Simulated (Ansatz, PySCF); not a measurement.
Pulling on the Ga1–H2 bond in GaH (multiplicity 1 held). Energies count from the point at 1.689 Å.


Restricted levels (R-, RO-) in cc, def2 and unpolarised 6-31G sets keep to the state of the molecule at rest. Full CI gives the lowest state of the spin. Left out are points that failed, MP2 points that dive below the minimum, coupled-cluster points behind a jump of the amplitudes or a sharp parting from full CI or MRCI, small-basis points behind a change of solution, and semi-empirical points at long bonds. Levels need not reach the same state.

Correlated levels freeze the cores. Filled d and f shells under p-block atoms count as core. Rows in LANL2DZ carry no dispersion term and start afresh at each structure. LANL2DZ brings its own core potentials from Na on.

Run with Ansatz (a first-principles code); PySCF for LANL2DZ rows. Each number belongs to the level named beside it.

Energies in kcal/mol.

| R (Å) | R-HF/cc-pVTZ | R-B3LYP/LANL2DZ | R-B3LYP/cc-pVTZ | FCI/cc-pVTZ |
|---|---|---|---|---|
| 1.351 | 19.3 | 20.1 | 19.2 | 20.2 |
| 1.520 | 3.3 | 4.2 | 3.6 | 3.9 |
| 1.689 | 0.0 | 0.0 | 0.0 | 0.0 |
| 1.858 | 3.1 | 2.0 | 2.4 | 2.5 |
| 2.027 | 9.4 | 7.3 | 7.8 | 8.0 |
| 2.280 | 21.2 | 17.9 | 18.2 | 18.6 |
| 2.534 | 33.6 | 29.5 | 29.0 | 29.4 |
| 2.956 | 52.8 | 47.6 | 45.3 | 45.0 |
| 3.378 | 69.2 | 62.5 | 58.6 | 56.0 |
| 3.885 | 85.4 | 75.9 | 70.5 | 63.2 |
| 4.560 | 101.9 | 88.0 | 81.1 | 66.7 |
| 5.405 | 116.5 | left out | 88.7 | 67.6 |
| 6.756 | 130.0 | left out | 94.4 | 67.7 |

Doubts at one or more of the structures used: a restricted determinant that unrestricted orbitals would lower (R-HF/cc-pVTZ, R-B3LYP/LANL2DZ, R-B3LYP/cc-pVTZ).
